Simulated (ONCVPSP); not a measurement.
**rhodium (Rh): ONCV pseudisation with PBE, fully relativistic reference atom.**

```json
{"Element": "Rh (Z = 45)", "Generator": "ONCVPSP 4.0.1", "Type": "optimised norm-conserving Vanderbilt (ONCV)", "Functional": "PBE", "Relativity": "fully relativistic", "Frozen core": "[Ar] 3d10", "Valence charge": "17", "Reference configuration": "4s2 4p6 4d8 5s1", "Partial waves": "4s+5s: rc 1.40 bohr, ncon 4, nbas 8, qcut 6.7 1/bohr, 2 projectors; 4p: rc 1.30 bohr, ncon 4, nbas 9, qcut 8.7 1/bohr, 1 projector; 4d: rc 1.80 bohr, ncon 4, nbas 8, qcut 7.7 1/bohr, 2 projectors, debl 1.3 Ha", "Local potential": "polynomial inside 1.20 bohr (lpopt 5, dvloc0 3 Ha)", "Core correction": "Teter function, fcfact 5.5, rcfact 1.75"}
```

Open shells are filled in proportion to 2j + 1.

- Cutoffs needed: 30 Ha and 79 Ha (the cutoffs (Ha) at which the residual kinetic energy of the hardest occupied pseudo-wave falls to 1 and 0.1 mHa per electron)
- Ghost test: no bound ghost flagged; GHOST(+) flagged for s at 317.5 eV
- Largest excitation error: -1.4 meV (all-electron minus pseudo) for 4s2 4p6 4d9 5s0, out of 4 test configurations
- rms error of d²Exc/dni dnj: 6.85 mHa without and 2.07 mHa with the model core
